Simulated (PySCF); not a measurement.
C6H7OS (doublet state).
Atom-mapped SMILES: `[CH:1]#[C:2][C@@H:3]1[CH:4][S@:5](=[O:6])[C@H:7]1[CH3:8]` (hydrogens: H9 on C1; H10 on C3; H11 on C4; H12 on C7; H13, H14, H15 on C8)

Geometry (GFN2-xTB, Å), atoms numbered from 1 in this order:
```xyz
15
C6H7OS angstrom
C      2.074    2.056   -0.583
C      1.216    1.403   -0.064
C      0.207    0.559    0.551
C      0.745   -0.408    1.542
S     -0.228   -1.783    1.044
O      0.565   -2.964    0.704
C     -0.375   -0.530   -0.370
C     -1.770   -0.323   -0.903
H      2.816    2.644   -1.035
H     -0.579    1.215    0.955
H      1.356   -0.232    2.404
H      0.331   -0.816   -1.149
H     -1.786    0.505   -1.611
H     -2.461   -0.099   -0.092
H     -2.117   -1.219   -1.414
```

Method: UKS B3LYP, pcH-1 on C H O S, non-relativistic, mean-field spin-orbit, GIAO in PySCF 2.14.0. One conformer (not necessarily the lowest) at the GFN2-xTB geometry, without solvent, vibrations or thermal averaging. The geometry wasn't refined by DFT: couplings that depend on bond lengths, twists or pyramidal angles can differ widely from those at the functional's own minimum. The SCF solution wasn't tested for stability.

Principal values of hyperfine tensors in MHz (contact, dipolar and spin–orbit terms together), for some of the nuclei:

```
atom  isotope      A1      A2      A3
  C4      13C   41.09   42.73  263.87
  C2      13C   70.85   71.18   79.82
 H11       1H  -85.10  -51.95  -13.92
  C7      13C   37.85   39.56   48.08
  S5      33S   28.72   31.37   49.52
  C3      13C  -29.22  -26.55  -24.64
 H12       1H  -10.08   -8.72    0.28
  C1      13C    2.38    4.72    6.21
```

Q: Give the isotropic coupling of each nucleus in MHz and in mT (g = 2.0023), and the anisotropic part.

A: a_iso = (A1 + A2 + A3)/3, Ti = Ai − a_iso; 1 mT corresponds to 28.024 MHz. The tensors hold a spin–orbit part: the run splits a_iso into a_FC + a_SO, and T includes its anisotropic share.

```csv
atom,a_iso (MHz),a_FC,a_SO,a_iso (mT),T1,T2,T3
C4,115.90,115.79,0.10,4.136,-74.81,-73.17,147.98
C2,73.95,73.96,-0.01,2.639,-3.10,-2.77,5.86
H11,-50.32,-50.37,0.04,-1.796,-34.78,-1.62,36.40
C7,41.83,41.85,-0.02,1.493,-3.98,-2.27,6.25
S5,36.54,36.58,-0.05,1.304,-7.82,-5.17,12.99
C3,-26.80,-26.81,0.01,-0.956,-2.42,0.26,2.16
H12,-6.17,-6.17,0.00,-0.220,-3.91,-2.55,6.45
C1,4.44,4.43,0.00,0.158,-2.05,0.28,1.77
```

Q: What spin density at the nucleus of C3 lies behind its contact coupling (g_N = 1.40482)?

A: a_FC = 800.24 MHz bohr³ × g_N × ρ(0)/(2S). With a_FC = -26.81 MHz and 2S = 1, ρ(0) = -0.02385 bohr⁻³.

Q: H10 (1H, g_N = 5.58569) isn't in the table. Its spin density at the nucleus is 0.02385 bohr⁻³. What is its contact coupling?

A: By the same relation, a_FC = 106.6 MHz. Its full tensor has the principal values 101.63, 103.78, 114.40 MHz.

Q: Which nucleus of the table has the largest anisotropic coupling, and what is its form?

A: C4: -74.8, -73.2, 148.0 MHz (the dipolar term alone has -74.9, -73.2, 148.1), axial, in the ratio −1:−1:+2, the form that spin in one p orbital centred on that nucleus gives.

Q: What first-order splitting does C2 cause when the field lies along A1, A2 or A3 of its tensor (g taken as isotropic, no quadrupole term)?

A: 2 lines (I = 1/2), spaced by |A_i|/(g × 13.996): 2.53, 2.54, 2.85 mT along the axes of A1, A2 and A3.

On INTEL XEON PLATINUM 8581C at 2.10 GHz, one thread, shared host with 80 logical CPUs at a one-minute load of 16, this took 82 s (grids of density and orbitals included) and 1.0 GiB of memory at its peak.
